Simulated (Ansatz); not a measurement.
`[SiH3]CCCl` + H₂S → `[SiH3]CCS` + HCl at 298.15 K and 1 bar (substitution at a C–Cl bond).

Gas-phase electronic energies from Ansatz, PBE0-D4/def2-TZVP geometries. CCSD(T)/CBS adds triple-zeta CCSD(T) − MP2 to the extrapolated MP2 energy (def2 sets, frozen cores). This one scheme is used for every species. Each species was taken in one conformer, which may not be the lowest.

```json
{"species": "`[SiH3]CCCl`", "CCSD(T)/CBS energy (Eh)": "-829.17301", "H − E (kJ/mol)": "233.1", "S (J/(mol·K))": "330.6"}
{"species": "H₂S", "CCSD(T)/CBS energy (Eh)": "-398.97279", "H − E (kJ/mol)": "49.9", "S (J/(mol·K))": "205.7"}
{"species": "`[SiH3]CCS`", "CCSD(T)/CBS energy (Eh)": "-767.76734", "H − E (kJ/mol)": "256.5", "S (J/(mol·K))": "340.2"}
{"species": "HCl", "CCSD(T)/CBS energy (Eh)": "-460.38127", "H − E (kJ/mol)": "26.6", "S (J/(mol·K))": "186.8"}
```

H − E and S are ideal-gas, rigid-rotor, harmonic terms from PBE0-D4/def2-TZVP, for one conformer and one mirror image of each species. 1 Eh = 2625.50 kJ/mol, R = 8.31446 J/(mol·K).

Problem. By hand: ΔE, ΔH, ΔS and ΔG.

Solution. ΔE = (-767.76734) + (-460.38127) − (-829.17301) − (-398.97279) = -0.00281 Eh = -7.4 kJ/mol. Δ(H − E) = 256.5 + 26.6 − 233.1 − 49.9 = 0.1, so ΔH = -7.3 kJ/mol. ΔS = 340.2 + 186.8 − 330.6 − 205.7 = -9.3 J/(mol·K). ΔG = -7.3 − 298.15 × (-9.3)/1000 = -4.5 kJ/mol.

Problem. By hand: the equilibrium constant, and the temperature at which ΔG would vanish if ΔH and ΔS stayed fixed.

Solution. log₁₀ K = −ΔG/(RT ln 10) = 0.8. ΔG = 0 at ΔH/ΔS = 785 K, though so small a ΔH makes that figure unsure.

TΔS isn't small against ΔH here. The sign of ΔG lies within the doubt. A doubt of 5 kJ/mol in ΔE shifts log₁₀ K by 0.9 here. Other conformers and mirror images would add mixing entropy, several J/(mol·K) or more a flexible species. These are equilibria of isolated gas molecules and say nothing of rates. Largest T1 diagnostic: 0.010 (customary marks: 0.02 for closed shells, 0.045 for open ones).
